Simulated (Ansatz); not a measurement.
Spin states of H3IrO3 (SMILES [OH][Ir]([OH])[OH]), each relaxed at B3LYP-D3(BJ)/def2-TZVP; lowest solutions found, singlets restricted, no spin–orbit coupling, no relativity up to Kr.
Multiplicity 1 (charge 0, multiplicity 1):
```
atom    x (Å)    y (Å)    z (Å)
----  -------  -------  -------
Ir     0.0259   0.0986   0.0409
O      1.6656  -0.3872  -0.6600
H      2.3273   0.2718  -0.3849
O     -0.4800  -0.5226   1.7051
H     -0.9053  -1.3927   1.6114
O     -1.0958   1.1982  -0.9308
H     -1.6394   0.6585  -1.5307
```
Multiplicity 5 (charge 0, multiplicity 5):
```xyz
7

Ir    -0.48941     0.18564     0.21830
O      1.43080    -0.37714    -0.04654
H      1.84642     0.01825    -0.82728
O     -0.71261    -0.86905     1.78614
H     -0.00965    -1.51062     1.96051
O     -0.72403     1.30552    -1.30654
H     -1.44332     1.17191    -1.93369
```

The values were computed with Ansatz (an electronic-structure program) with Gaussian orbitals.  In def2 rows elements past Kr take small-core potentials, without spin–orbit coupling.

The energy of multiplicity 5 less that of multiplicity 1 (kcal/mol) and the share of exact exchange:

| functional | exact exchange (%) | value |
|---|---|---|
| PBE/def2-TZVPP | 0 | 46.13 |
| PBE0/def2-TZVPP | 25 | 41.98 |
| BLYP/def2-TZVPP | 0 | 43.82 |
| B3LYP/def2-TZVPP | 20 | 41.90 |
| BHLYP/def2-TZVPP | 50 | 34.64 |
| r2SCAN/def2-TZVPP | 0 | 36.68 |
| r2SCANh/def2-TZVPP | 10 | 35.41 |

### Question
Take the value as linear in the share of exact exchange along PBE and PBE0. Give the slope, say whether the sign turns, and set the other functionals against that line.

### Answer

Slope: (41.98 − (46.13))/2.5 = -1.66 kcal/mol for each 10 %. The line keeps its sign from 0 to 100 %. At 50 % it gives 37.8 kcal/mol. The LYP pair gives (34.64 − (43.82))/5 = -1.84 for each 10 %. BHLYP, at 50 %, lies -3.2 from the PBE line. B3LYP, at 20 %, lies -0.9 from the PBE line. r2SCAN, with none, stands -9.4 from PBE. The r2SCAN pair gives -1.27 for 10 %.
